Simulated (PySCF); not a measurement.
**Static response to an electric field**

C₆H₃F₃O.
Atom-mapped SMILES: `[F:1][C:2]([F:3])=[C:4]([F:5])[c:6]1[cH:7][cH:8][cH:9][o:10]1` (hydrogens: H11 on C7; H12 on C8; H13 on C9)

Geometry (GFN2-xTB, Å), atoms numbered from 1 in this order:
```
atom  x, y, z in Å
F1    -2.188   -0.347   -1.810
C2    -2.416    0.116   -0.591
F3    -3.705    0.357   -0.407
C4    -1.462    0.315    0.326
F5    -1.830    0.792    1.531
C6    -0.050    0.069    0.170
C7     0.977    0.247    1.067
C8     2.150   -0.152    0.393
C9     1.754   -0.539   -0.853
O10    0.429   -0.409   -0.998
H11    0.889    0.614    2.068
H12    3.146   -0.151    0.783
H13    2.303   -0.910   -1.696
```

Level: CAM-B3LYP/def2-SVPD (PySCF), static field, nuclei fixed, core orbitals frozen in the response. The polarisability tensor in these axes (au):

```
x   112.26  -5.88   8.93
y    -5.88  49.28   8.72
z     8.93   8.72  73.35
```

Problem. Diagonalise the tensor; give its mean and Δα, where Δα² is half the sum of the squared differences of the eigenvalues.

Solution. Principal values 45.39, 75.05 and 114.45 au; mean 78.30 au = 11.60 Å³ = 12.91 × 10⁻⁴⁰ C²·m²/J; Δα = 60.01 au (77 % of the mean).

Problem. What is the dipole moment, and where does it point?

Solution. (2.44, -0.27, 0.18) D, 2.47 D in size, pointing from the negative to the positive side. Measured along this direction, the outermost atoms are F3 at the negative end and H12 at the positive end.

Problem. Sum over states: ᾱ = Σ f/ω², ω in Eh. What share falls to these 8 lowest TDDFT singlets (eV, f)? 5.14, 0.4854; 5.91, 0.0018; 6.24, 0.0032; 6.51, 0.0009; 6.81, 0.0004; 7.22, 0.1353; 7.24, 0.0197; 7.38, 0.3367.

Solution. They add up to 20.48 au, 26.2 % of the 78.30 au; the largest single term is 13.58 au, from the state at 5.14 eV. Terms in order: 13.58, 0.04, 0.06, 0.02, 0.01, 1.92, 0.28, 4.57 au. Higher excitations give the rest. The strengths listed sum to 0.983.

Problem. Give the eigenvalues of the traceless quadrupole moment Θ = ½Σq(3rr − r²1), origin at the centre of nuclear charge.

Solution. -2.99, -1.52, 4.51 D·Å. The values depend on the origin, since the dipole doesn't vanish. The electronic extent ⟨r²⟩ about the same centre is 1439 bohr², a root-mean-square distance of 2.33 Å for the 74 electrons.

Problem. Molar refractivity from α?

Solution. Lorentz–Lorenz: R = (4π/3)N_A α = 2.5225 cm³/(mol·Å³) × 11.60 Å³ = 29.3 cm³/mol, in the limit of long wavelengths.

Geometry: GFN2-xTB, one conformer, isolated molecule.
